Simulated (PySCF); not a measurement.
Si(H)(F) cation (FHSi), SMILES [SiH]F (connectivity only; charge and spin as stated), charge +1, multiplicity 2. Atoms are numbered in the order given.

```xyz
3

Si     0.1262     0.5433     0.0000
H     -1.1724     1.3219     0.0000
F     -0.0661    -0.9920     0.0000
```
Charge +1, spin multiplicity 2.

Geometry: TPSSh-D3(BJ)/def2-TZVPD. The multiplicity is an assumed one; other spin states were not compared. The isomer is the one that the SMILES or the coordinates give; other isomers of the formula were not compared.

Two levels are set side by side: PBE/pcH-1 (PySCF) and PBE0/pcH-1 (PySCF). Contact hyperfine couplings, same geometry. Differences are taken from unrounded values.

```
quantity                          PBE0
------------------------------  ------
A(iso) of 29Si, atom Si1 (MHz)  -978.2
A(iso) of 1H, atom H2 (MHz)      508.1
A(iso) of 19F, atom F3 (MHz)     145.5
```

What does PBE give, and how far is it from PBE0? (Estimate from the structure and the level; the computed values follow.)


| quantity | PBE | PBE minus PBE0 |
|---|---|---|
| A(iso) of 29Si, atom Si1 (MHz) | -943.5 | 34.7 |
| A(iso) of 1H, atom H2 (MHz) | 511.7 | 3.6 |
| A(iso) of 19F, atom F3 (MHz) | 121.6 | -24.0 |

Rough cost on one machine, each run with all the roots and properties that it gave: PBE0 against PBE within a factor of 2.
